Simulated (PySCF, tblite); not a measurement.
Scan of H3Si (cation, charge +1), singlet: map of symmetric stretch and umbrella angle. Scanned: Si-H bond length and angle between the Si-H bonds and the threefold axis (90 = planar).

Methods: GFN2-xTB, 300 K electronic temperature (tblite); RHF/cc-pVDZ (PySCF); wB97X-V/cc-pVDZ (PySCF); PBE0/cc-pVDZ (PySCF); MP2 on RHF/cc-pVDZ, 5 core orbitals frozen (PySCF); CCSD on RHF/cc-pVDZ, 5 core orbitals frozen (PySCF); CCSD(T) on RHF/cc-pVDZ, 5 core orbitals frozen (PySCF).

Energies in mEh at chosen points (x: Si-H bond length (Å); y: angle between the Si-H bonds and the threefold axis (90 = planar) (°)), relative to x = 1.49, y = 90:

```
method    (1.76, 114)  (1.69, 110)  (1.42, 94)  (1.55, 126)  (1.62, 110)  (1.55, 98)  (1.62, 110)
--------  -----------  -----------  ----------  -----------  -----------  ----------  -----------
GFN2-xTB         85.7         58.2         2.9         92.0         43.0        10.0         43.0
RHF             116.7         78.2         3.6        137.2         58.8        12.8         58.8
wB97X-V         100.9         66.8         5.6        121.5         50.0        10.1         50.0
PBE0             95.5         63.2         6.1        118.3         47.6         9.3         47.6
MP2             105.9         71.0         4.3        125.2         53.4        11.4         53.4
CCSD             98.2         66.1         4.8        118.5         49.9        10.5         49.9
CCSD(T)          96.6         65.1         5.0        117.2         49.2        10.3         49.2
```
